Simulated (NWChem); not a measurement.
Molecule: C2H5ClSi; SMILES C=C([SiH3])Cl

All runs: NWChem. Pople sets run with spherical d functions. The geometry was optimised at PBE-D3(BJ)/def2-SVP. Level: PBE0/6-31G* with SMD (1 M gas to 1 M solution), gas-phase geometry. Reactions with the solvent are ignored.

Question: What does the run give for solvent water? Quantities: solvation free energy (kcal/mol); cavity-dispersion-structure term (kcal/mol); dipole in solution (D).

Answer: 
| Property | Result |
|---|---|
| solvation free energy (kcal/mol) | 1.6 |
| cavity-dispersion-structure term (kcal/mol) | 3.9 |
| dipole in solution (D) | 2.25 |
